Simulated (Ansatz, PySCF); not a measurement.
This Ansatz (a first-principles code) input computes a CCSD(T)/cc-pVDZ energy:

Ansatz 0.2 input:
```yaml
crystal:
  periodic: [false, false, false]
  atoms:
    - {symbol: C, position_ang: [-1.90210376, -0.12868891, -0.09716108]}
    - {symbol: C, position_ang: [-0.64421110, -0.16066583, -0.01285043]}
    - {symbol: C, position_ang: [0.62481021, 0.10996871, 0.02031917]}
    - {symbol: O, position_ang: [1.78485631, 0.23330429, 0.07189210]}
    - {symbol: H, position_ang: [-2.74982253, -0.79011814, -0.03698276]}
basis:
  gaussian:
    orbitals: cc-pVDZ
magnetization: {spin_polarized: true, initial_magnetization: 1}
correlation: {method: ccsd_t, electrons: outside_noble_gas}
```

Task: Write an input for the same energy in PySCF and say what it gives.

Result: 
```python
from pyscf import gto, scf, mp, cc as ccmod

mol = gto.M(
    atom='''
    C    -1.90210376   -0.12868891   -0.09716108
    C    -0.64421110   -0.16066583   -0.01285043
    C     0.62481021    0.10996871    0.02031917
    O     1.78485631    0.23330429    0.07189210
    H    -2.74982253   -0.79011814   -0.03698276
    ''',
    basis='cc-pvdz',
    charge=0,
    spin=1,
    verbose=4,
)

mf = scf.UHF(mol)
mf.conv_tol = 1e-10
mf.max_cycle = 100
mf.kernel()
mo, _, stable, _ = mf.stability(return_status=True)
if not stable:
    mf.kernel(mf.make_rdm1(mo, mf.mo_occ))
mp2 = mp.MP2(mf, frozen=4).run()
cc = ccmod.CCSD(mf, frozen=4)
cc.max_cycle = 100
cc.kernel()
et = cc.ccsd_t()
print(f'E(CCSD(T)) = {cc.e_tot + et:.9f}')
```
It gives -189.50599 Eh, and Ansatz -189.50599 Eh, a difference of 0.00 mEh.

It need not be the lowest isomer of its formula.
